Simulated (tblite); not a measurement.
Compound: C6H14N (doublet state).
SMILES with atom numbers: `[CH2:1][C@H:2]([CH2:3][CH3:4])[CH2:5][CH2:6][NH2:7]` (hydrogens: H8, H9 on C1; H10 on C2; H11, H12 on C3; H13, H14, H15 on C4; H16, H17 on C5; H18, H19 on C6; H20, H21 on N7)

Computed with GFN2-xTB (tblite), gas phase: L-BFGS steps from a force-field or distance-geometry start until the largest atomic force falls under 0.01 eV/Å.

Geometry at step 8:
```
atom  x, y, z in Å
C1      0.0342    1.5485    0.2520
C2     -0.1753    0.3170   -0.5400
C3     -1.7104    0.1090   -0.6957
C4     -2.4765   -0.0811    0.6179
C5      0.4885   -0.9442    0.0421
C6      2.0249   -0.9189    0.0858
N7      2.5646    0.1834    0.8749
H8      0.1068    2.4982   -0.2535
H9     -0.1770    1.5529    1.3072
H10     0.2319    0.4673   -1.5486
H11    -1.8802   -0.7631   -1.3303
H12    -2.1018    0.9980   -1.2025
H13    -2.1869    0.6750    1.3466
H14    -2.2766   -1.0578    1.0634
H15    -3.5558    0.0068    0.4420
H16     0.2164   -1.7937   -0.5936
H17     0.1075   -1.1243    1.0455
H18     2.3938   -0.9230   -0.9574
H19     2.3617   -1.8409    0.5795
H20     3.5624    0.0487    1.0368
H21     2.4390    1.0591    0.3685
```

**Question.** What forces act on the atoms?

**Answer.** 
```tsv
atom	Fx (eV/Å)	Fy (eV/Å)	Fz (eV/Å)
C1	0.125	-0.012	0.011
C2	0.092	0.129	0.119
C3	-0.147	-0.079	0.066
C4	0.018	-0.024	0.021
C5	0.009	0.040	0.094
C6	0.013	0.075	0.079
N7	-0.021	-0.041	-0.152
H8	0.035	-0.127	0.100
H9	0.182	-0.009	-0.130
H10	-0.072	0.021	-0.008
H11	-0.039	0.044	-0.083
H12	-0.005	-0.151	0.002
H13	-0.109	-0.013	-0.107
H14	-0.043	0.107	-0.150
H15	0.310	-0.069	0.015
H16	-0.075	0.035	0.115
H17	0.035	0.058	0.055
H18	0.057	-0.010	0.093
H19	-0.067	0.050	-0.189
H20	-0.230	0.044	-0.103
H21	-0.069	-0.068	0.152
```

The largest, 0.32 eV/Å, acts on H15; the rms over all components is 0.097 eV/Å. The forces sum to zero within rounding, as they must for an isolated molecule in no field.

**Question.** Give the force on H15 in Eh/bohr and in nN.

**Answer.** 0.318 eV/Å ÷ 51.422 = 0.00618 Eh/bohr, and 0.318 eV/Å × 1.602 = 0.51 nN.

**Question.** How far is this geometry from the end of the optimisation?

**Answer.** 0.209 eV above it, and 0.288 Å rms away after alignment. The bonds farthest from their final lengths, with half the difference of the two atoms' forces along the bond (positive lengthens):

```json
{"bond": "N7–H21", "now (Å)": "1.019", "final (Å)": "1.082", "force along bond (eV/Å)": "-0.08"}
{"bond": "C1–C2", "now (Å)": "1.479", "final (Å)": "1.490", "force along bond (eV/Å)": "-0.09"}
{"bond": "C6–N7", "now (Å)": "1.459", "final (Å)": "1.448", "force along bond (eV/Å)": "-0.11"}
{"bond": "C3–C4", "now (Å)": "1.533", "final (Å)": "1.523", "force along bond (eV/Å)": "-0.06"}
{"bond": "C5–C6", "now (Å)": "1.537", "final (Å)": "1.528", "force along bond (eV/Å)": "0.00"}
{"bond": "C4–H15", "now (Å)": "1.097", "final (Å)": "1.088", "force along bond (eV/Å)": "-0.14"}
```

The angle farthest from its final value is C2–C5–C6, 115.4° against 109.5°.

Of the 4 listed bonds off by 0.010 Å or more, this force points towards the final length in 2.

What follows is the cost of the whole relaxation. The run took 0.57 s of wall time on an Arm Neoverse V1 with one thread, no GPU, on a shared host.
